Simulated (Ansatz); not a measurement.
`C=NBF` + `C[SeH]` → `C[Se]BF` + `C=N` at 500 K and 1 bar (ligand exchange at a B–N bond).

Isolated molecules relaxed with PBE0-D4/def2-TZVP in Ansatz; ΔE leaves out vibrations. CBS: MP2 limit from def2 TZ/QZ plus the TZ coupled-cluster correction, frozen cores. This one scheme is used for every species. For Se outer-core shells are correlated without core-valence functions, which leaves a few kJ/mol of doubt a bond. Scalar relativity is left out up to krypton. Each species was taken in one conformer, which may not be the lowest.

| species | CCSD(T)/CBS energy (Eh) | H − E (kJ/mol) | S (J/(mol·K)) |
| --- | --- | --- | --- |
| `C=NBF` | -219.19469 | 151.8 | 332.2 |
| `C[SeH]` | -2441.15625 | 142.1 | 299.3 |
| `C[Se]BF` | -2565.82397 | 176.9 | 372.7 |
| `C=N` | -94.52360 | 124.2 | 249.5 |

H − E and S are ideal-gas, rigid-rotor, harmonic terms from PBE0-D4/def2-TZVP, for one conformer and one mirror image of each species. 1 Eh = 2625.50 kJ/mol, R = 8.31446 J/(mol·K).

**Question.** By hand: ΔE, ΔH, ΔS and ΔG.

**Answer.** ΔE = (-2565.82397) + (-94.52360) − (-219.19469) − (-2441.15625) = 0.00337 Eh = 8.8 kJ/mol. Δ(H − E) = 176.9 + 124.2 − 151.8 − 142.1 = 7.2, so ΔH = 16.0 kJ/mol. ΔS = 372.7 + 249.5 − 332.2 − 299.3 = -9.3 J/(mol·K). ΔG = 16.0 − 500 × (-9.3)/1000 = 20.6 kJ/mol.

**Question.** By hand: the equilibrium constant, and the temperature at which ΔG would vanish if ΔH and ΔS stayed fixed.

**Answer.** log₁₀ K = −ΔG/(RT ln 10) = -2.2. ΔH and −TΔS have one sign here, so there is no such temperature.

The number of gas molecules stays the same, so ΔS is small and ΔH decides. A doubt of 5 kJ/mol in ΔE shifts log₁₀ K by 0.5 here. Other conformers and mirror images would add mixing entropy, several J/(mol·K) or more a flexible species. These are equilibria of isolated gas molecules and say nothing of rates. Largest T1 diagnostic: 0.014 (customary marks: 0.02 for closed shells, 0.045 for open ones).

ΔS is within the doubt of such terms, so its sign, and with it that verdict, could turn.
